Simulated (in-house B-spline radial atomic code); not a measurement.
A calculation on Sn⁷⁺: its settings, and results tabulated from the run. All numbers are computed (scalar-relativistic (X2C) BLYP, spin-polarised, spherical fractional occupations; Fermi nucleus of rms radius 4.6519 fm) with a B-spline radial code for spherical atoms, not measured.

Command:
```bash
python run_scf.py task.json out
```
Settings (nuclear radius in fm, mass in u):
```
Z                50
configuration    [Kr] 4d7
hamiltonian      x2c
method           b88,lyp
spin_polarised   True
nucleus          fermi
rms_radius       4.6519
atomic_mass      119.9022
speed_of_light   137.035999084
```

Output (hartree, bohr):
```
 radial grid: 66 intervals, B-splines of order 8, outer radius 13.5065 bohr

 iter        energy (Eh)    residual
    1       -6144.758155    1.07e+00
    2       -6156.869663    5.54e-01
    3       -6162.424784    1.33e-01
    4       -6162.752134    3.48e-02
    5       -6162.764761    1.72e-02
    6       -6162.770085    2.60e-03
    7       -6162.770118    1.19e-04
    8       -6162.770118    2.84e-06
    9       -6162.770118    2.46e-07

 total energy                     -6162.77012
 kinetic                            6491.1470
 electron-nucleus                 -14787.3794
 Hartree                            2296.6867
 exchange-correlation               -163.2245

 orbital      occ     eigenvalue          <r>       <r^2>       <1/r>       r_max
 1s up      1.000     -1068.5814    0.0284747  0.00110779      55.501     0.01808
 1s down    1.000     -1068.5813    0.0284746  0.00110779     55.5011     0.01808
 2s up      1.000      -164.8904     0.125012   0.0184891     12.5824       0.106
 2s down    1.000      -164.8559     0.125003   0.0184867     12.5837       0.106
 2p up      3.000      -148.5540     0.109304   0.0146012     11.7033     0.08463
 2p down    3.000      -148.5274     0.109293   0.0145982     11.7044     0.08462
 3s up      1.000       -35.1189     0.339018    0.131552      4.4061      0.3076
 3s down    1.000       -35.1019     0.338955     0.13148     4.40594      0.3077
 3p up      3.000       -29.7721     0.337243    0.132084     4.11947      0.3008
 3p down    3.000       -29.7527     0.337155    0.131982     4.11944      0.3009
 3d up      5.000       -21.5052     0.314184    0.117166     3.87079      0.2506
 3d down    5.000       -21.4750     0.314117     0.11707     3.87059      0.2508
 4s up      1.000        -8.8671     0.802661      0.7267     1.75336      0.7406
 4s down    1.000        -8.7486     0.802237    0.726345     1.75593      0.7395
 4p up      3.000        -7.2035     0.856691    0.833649     1.59528      0.7789
 4p down    3.000        -7.0842     0.857058    0.835038     1.59601      0.7779
 4d up      5.000        -4.7247     0.980202     1.11061     1.34421      0.8526
 4d down    2.000        -4.6099     0.984762       1.123     1.34005      0.8525

 Slater integrals (Eh)
   F0(4p up,4p up)               1.048505
   F2(4p up,4p up)               0.552392
   F0(4p up,4p down)             1.048331
   F2(4p up,4p down)             0.551941
   F0(4p up,4d up)               0.976678
   F2(4p up,4d up)               0.500316
   G1(4p up,4d up)               0.636152
   G3(4p up,4d up)               0.395781
   F0(4p up,4d down)             0.974376
   F2(4p up,4d down)             0.498281
   F0(4p down,4p down)           1.048158
   F2(4p down,4p down)           0.551492
   F0(4p down,4d up)             0.976507
   F2(4p down,4d up)             0.499897
   F0(4p down,4d down)           0.974206
   F2(4p down,4d down)           0.497866
   G1(4p down,4d down)           0.633146
   G3(4p down,4d down)           0.393417
   F0(4d up,4d up)               0.918613
   F2(4d up,4d up)               0.470224
   F4(4d up,4d up)               0.313812
   F0(4d up,4d down)             0.916629
   F2(4d up,4d down)             0.468627
   F4(4d up,4d down)             0.312540
   (list cut)
```

Run time, properties included: 0.29 s on 1 thread of Arm Neoverse V1, on a shared host.

One-electron X2C: radii and densities carry no picture-change correction, so inner-shell <1/r> comes out high (for 1s by about 2 % at Z = 33, 5 % at 54, 10 % at 75, 30 % at 118) and <r> low.
